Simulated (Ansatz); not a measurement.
Basis-set extrapolation for CH$_{8}$ClNSi$_{2}$, SMILES `N[SiH]([SiH3])CCl` (PBE0-D4/def2-TZVP geometry, frozen core, the Gaussian-basis code of Ansatz). Multiplicity 1, RHF reference.

```json
{"": "HF", "def2-TZVPP": "-1134.442991", "def2-QZVPP": "-1134.478570"}
{"": "MP2 correlation", "def2-TZVPP": "-0.829948", "def2-QZVPP": "-0.895229"}
{"": "CCSD(T) correlation", "def2-TZVPP": "-0.935315", "def2-QZVPP": "not run"}
```

Energies in hartree. Use E(X) = E(∞) + A·exp(−7.88·√X) for Hartree–Fock and E(X) = E(∞) + B·X^(−2.97) for correlation, with X = 3 and 4, and add CCSD(T) minus MP2 of the smaller set to the MP2 limit.

What is the CCSD(T) energy at the basis-set limit?

HF limit: -1134.478570 + (-0.035579) × 0.13774 = -1134.48347. MP2 limit: -0.895229 + (-0.065281) × 0.74074 = -0.94359. Higher-order term: -0.935315 − (-0.829948) = -0.10537. Total: -1135.53243 hartree, 404.7 kJ/mol below CCSD(T)/def2-TZVPP.
